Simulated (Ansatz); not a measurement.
Other settings, tried on Ge(SMe)H3 (CH6GeS).

```yaml
crystal:
  periodic: [false, false, false]
  atoms:
    - {symbol: Ge, position_ang: [-0.381158, 0.848200, -1.233615]}
    - {symbol: S, position_ang: [-0.461943, 0.795446, 1.001882]}
    - {symbol: C, position_ang: [0.363659, -0.817977, 1.294103]}
    - {symbol: H, position_ang: [-0.201073, -1.655571, 0.838622]}
    - {symbol: H, position_ang: [0.385936, -0.962122, 2.391316]}
    - {symbol: H, position_ang: [1.405300, -0.821229, 0.916102]}
    - {symbol: H, position_ang: [1.093382, 0.837614, -1.727765]}
    - {symbol: H, position_ang: [-1.086100, 2.160700, -1.651674]}
    - {symbol: H, position_ang: [-1.118002, -0.385062, -1.828981]}
basis:
  gaussian: {orbitals: cc-pVDZ, fitting: {mean_field: def2-universal-jkfit}}
hamiltonian: {xc: {name: r2SCANh}}
```

```sh
$ ansatz run in.yaml --threads 2 --pin off --events-out ev --progress --plain --max-ram 4352MiB
```

Shortened log:

```
Functional definition: r2SCANh
577 factors; integrals over basis functions are off by at most 3.7e-1 eV
mean field evaluation 1: about -68483.0369 eV, gradient 3.4e1 eV
mean field evaluation 2: about -68481.1057 eV, gradient 4.2e1 eV
mean field evaluation 4: about -68485.9033 eV, gradient 8.6e-1 eV
mean field evaluation 8: about -68485.9059 eV, gradient 2.1e-2 eV
mean field -68485.90591278 eV, -2516.8106208803 hartree, gradient 2.4e-5 eV, S^2 0.000000; 0 other end points of the search recorded, 0 dependent functions left out
reference -68485.90592180 eV, -2516.8106212120 hartree; 30, 30 occupied and 59, 59 virtual orbitals, 577 factors
Total energy: -68485.90592180 eV, -2516.8106212120 hartree
```

Hardware: 2 threads of AMD EPYC 9R45 on a shared host. Wall time 1 s.
